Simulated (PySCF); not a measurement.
These are TPSSh-D3(BJ)/def2-TZVP // B3LYP-D3(BJ)/def2-TZVP run with PySCF 2.14.0 values and carry that method's errors. Isolated molecules, 0 K electronic values unless said otherwise. 

Reference species (SMILES): `[Cl][Sn]([Cl])[Cl]` (neutral, multiplicity 2).

The dipole moment is 2.08 D.

Changed species: `[Cl][SnH][Cl]` (radical fragment; the reference has radical fragment).

### Question
Predict the effect on the dipole moment.

### Answer
the dipole moment rises by 0.61 D, to 2.69 D.
